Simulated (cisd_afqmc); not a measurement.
Input (AFQMC/CISD/def2-SVP; cisd_afqmc is a phaseless AFQMC code with CISD trial states that reads the integrals written by Ansatz):

Ansatz 0.2 input:
```python
import cisd_afqmc

open("ham.yaml", "w").write("""\
crystal:
  periodic: [false, false, false]
  atoms:
    - {symbol: B, position_ang: [-1.02414298, -1.51369101, 0.28027398]}
    - {symbol: H, position_ang: [-0.65763089, -2.28003836, 1.10304182]}
    - {symbol: H, position_ang: [-1.99893844, -1.64639104, -0.37602686]}
    - {symbol: I, position_ang: [0.14674121, 0.21688461, -0.04015821]}
basis:
  gaussian:
    orbitals: def2-SVP
magnetization: {spin_polarized: false}
correlation: {method: ccsd, electrons: outside_noble_gas, hamiltonian_folder: ham}
""")
rep = cisd_afqmc.ansatz("ham.yaml")
e_ccsd = rep["correlation"]["coupled_cluster"]["energy"]["hartree"]
out = cisd_afqmc.run("ham", e_ccsd, trial="CISD", walkers=200, populations=8, threads=8, dt=0.005, steps=40, early=36, settle=10, least=32,
    cut=5e-5, rank_cut=2e-4, target=0.0004, seconds=1500, seed=1, memory=17280, gpu=False)
```

Output:

```
orbitals 40, occupied [6], factors 226 of 582, rank of the doubles 99 of 204
E(HF) = -322.484526
E(CCSD) on the cut factors = -322.694521, shift to the whole factors -0.000015
Energy of the trial state on the determinant = -322.694414
  tau behind 10.8 of longer steps, mean of the populations' last blocks
   2.0  -322.70019
   4.0  -322.70127
   6.0  -322.70087
   8.0  -322.70067
blocks 331 (0 outliers left out), error by blocks joined: 1: 0.00010, 2: 0.00013, 4: 0.00016, 8: 0.00017, 16: 0.00021
E(AFQMC/CISD) = -322.70091 +/- 0.00021
```
